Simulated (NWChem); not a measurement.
# C3H6OS; SMILES C(=O)SCC

```xyz
11

C      0.7579     1.8611    -0.4335
C      0.0170     1.0920     0.6433
S     -1.0945    -0.1893    -0.0106
C      0.0547    -1.5110    -0.2068
O      1.2233    -1.4757     0.0637
H      1.3864     2.6412     0.0248
H      1.4157     1.1923    -1.0066
H      0.0632     2.3494    -1.1330
H     -0.6271     1.7471     1.2486
H      0.7166     0.5779     1.3197
H     -0.4543    -2.4148    -0.6185
```
Atoms are numbered in this order, from 1.

All runs: NWChem. Coordinates come from a PBE0/def2-SVP optimisation. Level: PBE0/def2-SVP with SMD (1 M gas to 1 M solution), gas-phase geometry.

Predict the results for solvent water. Quantities: solvation free energy (kcal/mol); cavity-dispersion-structure term (kcal/mol); dipole in solution (D).

The solvation free energy (kcal/mol) is -1.5 and the cavity-dispersion-structure term (kcal/mol) comes out as 4.0. The dipole in solution (D) comes out as 2.03.
